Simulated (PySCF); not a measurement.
**Os²⁺ (osmium, charge +2) across methods**

[Xe] 4f14 5d6, high-spin 5D determinant. Computed with PySCF 2.14 in aug-cc-pVQZ-PP with ECP60MDF (7s7p6d4f3g2h, 135 functions), with scalar relativity through the core potential.

```tsv
method	E (hartree)	mean ε 5p β (eV)	mean ε 5d α (eV)	mean ε 5d β (eV)	Σ⟨r²⟩ (bohr²)	⟨S²⟩
PBE0	-89.8457	-68.787	-25.717	-22.983	31.92	6.002
BHandHLYP	-89.7487	-71.279	-27.093	-24.344	31.86	6.002
PBE	-89.8684	-66.264	-24.112	-21.609	32.13	6.001
LDA	-89.6405	-66.331	-24.218	-21.672	32.36	6.001
UHF	-89.24313	-75.131	-29.809	-26.083	31.70	6.005
M06-L	-89.9113	-66.604	-23.979	-21.530	31.47	6.003
r2SCAN	-89.8871	-67.036	-24.455	-21.631	31.85	6.003
MN15	-89.7008	-69.266	-26.239	-24.019	32.23	6.002
```

Energies and moments cover only the electrons outside the core potential. Spin-orbit coupling, absent here, splits the open shell strongly.
